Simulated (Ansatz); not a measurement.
Born–Oppenheimer molecular dynamics of BFH4N2 (8 atoms, charge 0, multiplicity 1). It goes on from the last frame of an earlier run, with new velocities.

The calculation used Ansatz 0.2.0, RKS BHLYP/def2-SVP.

```
ensemble                      : NVE (velocity Verlet)
time step                     : 1 fs
steps asked                   : 150
starting velocities drawn for : 1500 K
masses                        : H 10 u
seed                          : 818363
```

First frame:

```xyz
8
Properties=species:S:1:pos:R:3
B -0.088 -0.013 0.020
N -0.078 -0.136 1.439
H -0.818 -0.440 1.988
H 0.809 0.277 1.849
F 1.093 0.191 -0.522
N -1.199 -0.315 -0.780
H -2.080 -0.257 -0.333
H -1.003 -0.201 -1.724
```

How far do the bonds stretch over the last three quarters of this one trajectory? (Pairs bonded in most of those frames.)


| bond | mean (Å) | spread (Å) | shortest | longest |
| --- | --- | --- | --- | --- |
| B1–N2 | 1.434 | 0.042 | 1.34 | 1.51 |
| B1–F5 | 1.347 | 0.031 | 1.28 | 1.41 |
| B1–N6 | 1.433 | 0.038 | 1.37 | 1.51 |
| N2–H3 | 1.018 | 0.045 | 0.93 | 1.11 |
| N2–H4 | 1.015 | 0.019 | 0.98 | 1.06 |
| N6–H7 | 1.017 | 0.016 | 0.99 | 1.05 |
| N6–H8 | 1.011 | 0.031 | 0.96 | 1.07 |

Mean temperature of the second half: 1051 K. The conserved energy stayed within 0.41 meV per atom of its start (net change -0.1 meV per atom), so the integration is sound. A run of 0.15 ps of so small a system gives no equilibrium averages.

Time of the run: 8.4 min on 1 thread of Arm Neoverse N1 (shared host), peak memory 0.13 GiB.
